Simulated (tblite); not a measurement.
Species: C6H14N2Si.
Geometry (GFN2-xTB, Å), atoms numbered from 1 in this order:
```xyz
23
C6H14N2Si angstrom
N      2.4053    0.7505    0.3976
C      1.4634    0.4051   -0.6523
C      0.0779   -0.0607   -0.1808
Si    -0.7729    1.2044    0.9631
N     -0.5550    2.7504    0.2370
C     -0.7595   -0.5762   -1.3826
C     -0.6324   -1.9955   -0.8518
C     -1.2310   -2.0703    0.5169
C      0.1411   -1.5010    0.3403
H      2.0443    1.5119    0.9628
H      2.5407   -0.0434    1.0145
H      1.3497    1.2812   -1.2980
H      1.9290   -0.3887   -1.2474
H     -2.2257    1.0444    1.0138
H     -0.2311    1.0441    2.3281
H      0.3510    3.0337   -0.0989
H     -1.0362    3.5400    0.6332
H     -1.7797   -0.1988   -1.4495
H     -0.2636   -0.4218   -2.3394
H     -0.4785   -2.8687   -1.4664
H     -2.0577   -1.4268    0.7762
H     -1.2850   -3.0530    0.9639
H      1.0012   -1.9340    0.8296
```

Computed values, GFN2-xTB/tblite, gas phase, harmonic and unscaled. This tight-binding method is rough: wavenumbers can miss measured ones by several per cent, in bad cases by 10 to 20. Modes of hydrogen on silicon can be 10 to 20 % off. One conformer, not necessarily the lowest.

Harmonic wavenumbers (cm⁻¹): 54.4, 108.4, 144.1, 160.8, 188.2, 220.0, 229.5, 268.9, 341.5, 384.7, 418.4, 453.1, 498.4, 519.3, 556.0, 597.3, 721.3, 755.0, 811.1, 831.9, 836.3, 856.5, 888.8, 901.8, 927.6, 948.3, 967.3, 979.5, 1000.7, 1012.8, 1049.2, 1061.4, 1077.7, 1079.9, 1117.3, 1130.0, 1150.9, 1185.0, 1227.9, 1233.9, 1267.9, 1317.6, 1326.9, 1372.7, 1471.2, 1485.4, 1491.9, 1526.1, 1576.1, 2134.6, 2266.8, 2928.1, 2949.9, 2978.4, 3003.3, 3052.1, 3069.0, 3081.1, 3093.3, 3385.4, 3414.2, 3479.9, 3517.3.

A = 1918, B = 1158, C = 928.9 MHz; mass 142.093 u (most abundant isotopes); point group C1, symmetry number 1.

Problem. What is the zero-point energy?

Solution. Half the sum of the wavenumbers: 42042 cm⁻¹ = 502.94 kJ/mol.

Problem. Give the ideal-gas entropy at 350 K and 1 bar in the rigid-rotor, harmonic-oscillator model (classical rotation).

Solution. Translation 174.00, rotation 125.15, vibration 152.13: S = 451.3 J/(mol K).

Problem. And Cp and H(350 K) − H(0)?

Solution. Cp = 214.07 J/(mol K), of which vibrations give 180.81 (their classical limit is 63 R = 523.8); H(350 K) − H(0) = 41.44 kJ/mol without the zero-point energy, 29.80 from vibrations.

Problem. How do the functions run with temperature in this model?

Solution. 
```tsv
T (K)	S (J/(mol K))	Cp (J/(mol K))	H − H(0) (kJ/mol)	G − H(0) (kJ/mol)	ln q(vib)
150	323.7	104.3	9.79	-38.77	2.49
250	389.2	157.7	22.83	-74.47	5.19
298.15	419.3	185.2	31.09	-93.93	6.55
400	481.6	240.2	52.81	-139.83	9.53
600	595.6	322.0	109.60	-247.76	15.53
900	741.8	397.6	218.54	-449.09	24.26
```

q(vib) and H(0) count from the zero-point level.

Problem. What must be added to the electronic energy to get the Gibbs energy at 350 K and 1 bar?

Solution. ZPE + [H(350 K) − H(0)] − T·S = 502.94 + 41.44 − 157.95 = 386.43 kJ/mol.

Problem. Which modes carry the vibrational entropy at 350 K?

Solution. 54.4 cm⁻¹: 20.78; 108.4 cm⁻¹: 15.10; 144.1 cm⁻¹: 12.79; 160.8 cm⁻¹: 11.91; 188.2 cm⁻¹: 10.65; 220.0 cm⁻¹: 9.43 J/(mol K); the other 57 give 71.46 together.

Problem. Blend soft modes into free rotors: weight 1/[1 + (100 cm⁻¹/ν̃)⁴] for the oscillator and the rest for a rotor with moment μB/(μ + B), μ = h/(8π²ν), B = 10⁻⁴⁴ kg m². What vibrational entropy results?

Solution. 145.27 J/(mol K) in place of 152.13, which changes −T·S at 350 K by +2.40 kJ/mol.

Hindered rotation and anharmonicity are outside this model. Other conformers, if any are populated, would add a mixing term that is left out. The structure is chiral; the term R ln 2 for an equal mix with its mirror image is left out.
